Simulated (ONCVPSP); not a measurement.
## How hard is this Mg ONCV potential?

- Element: magnesium (Mg)
- Generator: ONCVPSP 4.0.1
- Type: optimised norm-conserving Vanderbilt (ONCV)
- Functional: PBEsol
- Relativity: scalar-relativistic
- Frozen core: [He]
- Valence charge: 10
- Reference configuration: 2s2 2p6 3s1 (charge +1)
- Partial waves: 2s+3s: rc 1.05 bohr, ncon 4, nbas 8, qcut 14.2 1/bohr, 3 projectors, debl 1.3 Ha; 2p: rc 1.30 bohr, ncon 3, nbas 8, qcut 11.8 1/bohr, 2 projectors, debl 1.5 Ha; d scattering state at 0.25 Ha: rc 1.20 bohr, ncon 4, nbas 7, qcut 6.8 1/bohr, 1 projector
- Local potential: polynomial inside 0.75 bohr (lpopt 5, dvloc0 -1 Ha)
- Core correction: none

In the p channel the program set the typed energies aside and used -2.043, 0.250 Ha.

Question: For each optimised wave give the share of its norm inside rc, the residual kinetic energy above qcut (Ha) and the cutoffs (Ha) for errors of 10, 1, 0.1 and 0.01 mHa per electron.

Answer:

```tsv
wave	norm inside rc	residual KE	10 mHa	1 mHa	0.1 mHa	0.01 mHa
2s	0.876	9.1e-09	24.4	48.9	63.3	74.7
3s	0.031	1.6e-09	10.2	31.8	53.3	68.3
s projector 3	0.034	6.3e-09	11.4	37.8	57.3	72.5
2p	0.934	2.6e-07	40.6	49.3	56.4	61.7
p projector 2	0.032	1.5e-07	30.7	42.4	51.7	59.2
d projector 1	0.032	2.8e-04	7.7	17.3	30.4	104.3
```

The occupied waves need 49 Ha and 63 Ha for 1 and 0.1 mHa.
